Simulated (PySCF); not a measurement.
SbBr₂, SMILES [Br][Sb+][Br] (connectivity only; charge and spin as stated), charge +1, multiplicity 1. Atoms are numbered in the order given.

```xyz
3

Sb     0.0000     0.0000     0.8944
Br     0.0000     1.9050    -0.6516
Br     0.0000    -1.9050    -0.6516
```
Charge +1, spin multiplicity 1.

The structure is a stationary point at B3LYP-D3(BJ)/def2-SVP. The multiplicity is an assumed one; other spin states were not compared. The isomer is the one that the SMILES or the coordinates give; other isomers of the formula were not compared. The def2 effective core potentials stand for the cores of Sb; spin–orbit coupling is left out.

The numbers are results of IEF-PCM-M06-2X/def2-SVP run with PySCF, not measurements.

The values are the electrostatic part of the solvation free energy, E(continuum) − E(gas) at the gas-phase geometry, in a cavity of scaled van der Waals radii (PySCF's table); cavitation and dispersion terms are not included. A continuum can't describe solvent molecules that bind to the metal. In vacuum the orbital gap is 5.93 eV.

```json
[
 {"solvent": "water", "ε": "78.36", "ΔG(elec) (kcal/mol)": "-62.9", "gap (eV)": "6.31"},
 {"solvent": "chloroform", "ε": "4.71", "ΔG(elec) (kcal/mol)": "-49.2", "gap (eV)": "6.20"},
 {"solvent": "diethylether", "ε": "4.24", "ΔG(elec) (kcal/mol)": "-47.6", "gap (eV)": "6.19"}
]
```
